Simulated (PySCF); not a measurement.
B3LYP has the VWN-RPA correlation part, as in Gaussian. 

```xyz
4

Cl    -1.2766    -1.7043     0.0120
Ga    -0.0288     0.0029     0.0003
Cl    -0.9086     1.9258     0.0105
Br     2.2141    -0.2244    -0.0228
```

Charge 0, multiplicity 1.

### Question
Give the Mulliken and meta-Löwdin atomic charges from B3LYP-D3(BJ)/def2-TZVP // PBE0-D3(BJ)/def2-TZVP in PySCF 2.14.0.

### Answer

```json
[
 {"atom": "Cl1", "Mulliken (e)": "-0.20", "meta-Löwdin (e)": "-0.24"},
 {"atom": "Ga2", "Mulliken (e)": "0.59", "meta-Löwdin (e)": "0.68"},
 {"atom": "Cl3", "Mulliken (e)": "-0.20", "meta-Löwdin (e)": "-0.24"},
 {"atom": "Br4", "Mulliken (e)": "-0.18", "meta-Löwdin (e)": "-0.19"}
]
```
